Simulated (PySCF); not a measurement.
Gas-phase thermal properties of borazine

Computed with PySCF (xtb for GFN2) and rigid-rotor harmonic-oscillator thermochemistry at 1 bar. 6-31G* has spherical d functions here. All species are closed-shell singlets. B3LYP is the form with VWN-RPA correlation. The harmonic model lacks anharmonicity and excited electronic states, which grow with temperature; levels with a mode under 35 cm⁻¹ are left out.

```tsv
level	point group	σ	ZPE (kJ/mol)	S°298 (J/mol/K)	Cp298 (J/mol/K)	S°1000 (J/mol/K)	H1000 − H298 (kJ/mol)
B3LYP/6-31G*	D3h	6	245.7	286.9	93.7	476.7	118.7
GFN2-xTB	D3h	6	235.4	290.0	98.5	485.4	121.8
HF/6-31G*	D3h	6	259.8	284.3	88.6	467.1	114.6
PBE/def2-SVP	D3h	6	239.0	288.3	96.4	481.8	120.7
PBE0/def2-TZVP	D3h	6	245.8	287.1	93.9	477.1	118.8
```
σ: rotational symmetry number. Electronic degeneracy used: 1. Frequencies are unscaled.
